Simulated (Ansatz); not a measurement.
A structure relaxed at PBE0/def2-TZVP in Ansatz, charge 0, singlet:

| atom | x (Å) | y (Å) | z (Å) |
| --- | --- | --- | --- |
| Li1 | 0.0720 | 2.7479 | 0.8213 |
| Li2 | -2.5438 | 0.4232 | 1.2600 |
| Li3 | 0.5486 | -1.1080 | -2.6073 |
| Li4 | 0.3326 | -0.0111 | 1.9213 |
| Li5 | 1.9333 | -2.0787 | 0.5169 |
| Li6 | -0.9374 | -1.6432 | -0.0951 |
| Li7 | -1.0897 | 0.9838 | -1.2835 |
| Li8 | 1.6843 | 0.6862 | -0.5335 |

(1) Give its formula.

(2) Summarise the bond lengths by kind (pairs closer than 1.2 times the sum of covalent radii, bridged metal pairs left out).

Results:

(1) Li₈.

(2) 16 × Li–Li 2.89 to 2.98 Å.

The restricted singlet is unstable towards broken spin symmetry in Hartree–Fock (as tested in another run); at PBE0/def2-TZVP this wasn't settled. Another isomer (singlet) lies 0.12 eV lower at PBE0/def2-TZVP; other spin states weren't run for this one.
